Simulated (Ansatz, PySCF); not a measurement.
Species: PbCl2, charge 0, singlet. PbCl2 (SMILES [Pb]([Cl])[Cl]).
B3LYP-D3(BJ)/def2-TZVP minimum from Ansatz (a first-principles code):
```xyz
3

Pb     0.0029     0.0033     0.4695
Cl     1.2364     1.4242    -1.1502
Cl    -1.2503    -1.4401    -1.1147
```

Atomisation energy term by term, kcal/mol (programs: Ansatz). Radicals and triplets start from unrestricted determinants; spin-orbit coupling is neglected. Correlated methods leave the cores frozen (noble-gas shells, and filled d and f shells in the p block). Past Kr the def2 sets carry scalar-relativistic core potentials. CBS(X,Y): correlation extrapolated as X^-3, Hartree-Fock from the larger set. A bracket is a step between two methods taken in the basis named. Spin-orbit terms, left out, reach several kcal/mol for Br and I, and more for heavier atoms.

```
term                                                          basis  kcal/mol
-----------------------  ------------------------------------------  --------
Hartree-Fock                                             def2-QZVPP    118.99
CCSD correlation                         CBS(def2-TZVPP,def2-QZVPP)     53.72
(T)                                      CBS(def2-TZVPP,def2-QZVPP)      6.78
CCSDT(Q) - CCSD(T)                                       def2-TZVPP      0.20
CCSDTQ - CCSDT(Q)                                          def2-SVP     -0.06
minus zero-point energy  Hessian by PySCF at B3LYP-D3(BJ)/def2-TZVP     -1.01
sum: D0                                                                 178.6
```

The step beyond CCSD(T) by other levels: CCSDTQ in def2-SVP 0.57; CCSDT(Q) in def2-SVP 0.63 kcal/mol.
